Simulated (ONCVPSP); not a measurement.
What one change does to a pseudopotential (strontium, ONCV)

Sr, optimised norm-conserving Vanderbilt (ONCV), made with ONCVPSP 4.0.1 (PBEsol, scalar-relativistic). Core [Ar] 3d10 4s2, reference 4p6 5s1 (charge +1). Waves: 5s: rc 3.45 bohr, ncon 4, nbas 8, qcut 1.9 1/bohr, 3 projectors, debl 2.1 Ha; 4p: rc 1.75 bohr, ncon 3, nbas 6, qcut 5.3 1/bohr, 2 projectors, debl 2.1 Ha; d scattering state at 0.18 Ha: rc 2.85 bohr, ncon 4, nbas 7, qcut 3.8 1/bohr, 2 projectors, debl 2.4 Ha. Local part: polynomial inside 1.20 bohr (lpopt 4, dvloc0 0 Ha). Core correction: Teter function, fcfact 2, rcfact 1.05.

In the d channel the program set the typed energies aside and used -0.250, 2.150 Ha.

Change: core correction Teter function, fcfact 2, rcfact 1.32.

Cutoffs: the cutoffs (Ha) at which the residual kinetic energy of the hardest occupied pseudo-wave falls to 1 and 0.1 mHa per electron; they do not see the model core or the augmentation charge, which bear on the density cutoff. Errors are all-electron minus pseudo energies relative to the spin-unpolarised reference configuration.

Problem. How do hardness, ghosts and transferability respond?

Solution. The potential gets neither clearly harder nor softer (7.4 Ha and 15 Ha → 7.4 Ha and 15 Ha); the errors of the 4 common tests hardly move; neither file shows a bound ghost. A model core, the more so a compact one, raises the density cutoff, which this test does not measure.

| quantity | base | changed |
| --- | --- | --- |
| cutoff, loose | 7.4 Ha | 7.4 Ha |
| cutoff, tight | 15 Ha | 15 Ha |
| bound ghosts | none | none |
| GHOST(+) flags under 300 eV | s at 13.1 eV, s at 159.5 eV | s at 13.1 eV, s at 159.5 eV |
| error for 4p6 5s2, meV [ΔE -5.90 eV] | +3.2 | +3.1 |
| error for 4p6 5s0, meV [ΔE 10.90 eV] | +19 | +19 |
| error for 4p6 5s1.5, meV [ΔE -3.55 eV] | +1.3 | +1.3 |
| error for 4p5 5s2, meV [ΔE 22.40 eV] | -209 | -216 |
| s: phases at 3.50 bohr within 0.05 rad from the reference energy up to (Ha; the scan ends near 5) | 0.4 | 0.4 |
| p: phases at 1.78 bohr within 0.05 rad from the reference energy up to (Ha; the scan ends near 5) | 3.3 | 3.3 |
| d: phases at 2.89 bohr within 0.05 rad from the reference energy up to (Ha; the scan ends near 5) | 0.9 | 0.9 |
| rms error of d²Exc/dni dnj with the model core, mHa | 3.77 | 2.79 |

Base: The cutoffs count occupied waves only; projector 2 of the d channel, the hardest unoccupied one, needs 24 Ha at the loose tolerance. Changed file: The cutoffs count occupied waves only; projector 2 of the d channel, the hardest unoccupied one, needs 24 Ha at the loose tolerance.
